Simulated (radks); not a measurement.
Values are calculated unless marked as measured or tabulated.
Q: The tin anion Sn4-, [Xe], held by a Watson sphere: a shell of charge +4.99 at radius R that stands for the Madelung well of a crystal (potential energy -4.99/R inside, -4.99/r outside, in hartree with lengths in bohr). Level of theory: scalar-relativistic Kohn-Sham, PBEsol, spin-polarised, spherical densities, finite nucleus; Fermi nuclear charge, rms radius of each element as measured or else 0.836 A^(1/3) + 0.57 fm (a radial shooting solver on a logarithmic mesh with Libxc functionals). Response by self-consistent Sternheimer equations with the Hartree and adiabatic LDA kernel, the relativistic mass of each level held fixed and spin-orbit coupling left out. The sphere does not respond.

| R (bohr) | e(4d) (eV) | e(5s) (eV) | e(5p) (eV) | <r> 5p (bohr) | sum of <r^2> (bohr^2) | X-ray form factor at sin(theta)/lambda = 0.2 1/angstrom | alpha (bohr^3) |
|---|---|---|---|---|---|---|---|
| 3.13 | -31.248 | -19.036 | -12.709 | 3.028 | 99.95 | 39.968 | 56.51 |
| 4.12 | -28.632 | -15.359 | -9.966 | 3.567 | 126.7 | 39.950 | 114.8 |
| 4.64 | -27.862 | -14.054 | -8.856 | 3.855 | 142.3 | 40.036 | 163.2 |
| 4.7 | -27.788 | -13.925 | -8.741 | 3.888 | 144.2 | 40.047 | 169.8 |
| 5.35 | -27.124 | -12.772 | -7.650 | 4.253 | 165.7 | 40.155 | 256.7 |
| 5.53 | -26.977 | -12.521 | -7.392 | 4.355 | 172.0 | 40.178 | 286.2 |

Estimate the row for R = 3.77 bohr.

A: e(4d) (eV) -29.325; e(5s) (eV) -16.459; e(5p) (eV) -10.838; <r> 5p (bohr) 3.376; sum of <r^2> (bohr^2) 116.8; X-ray form factor at sin(theta)/lambda = 0.2 1/angstrom 39.915; alpha (bohr^3) 89.86.
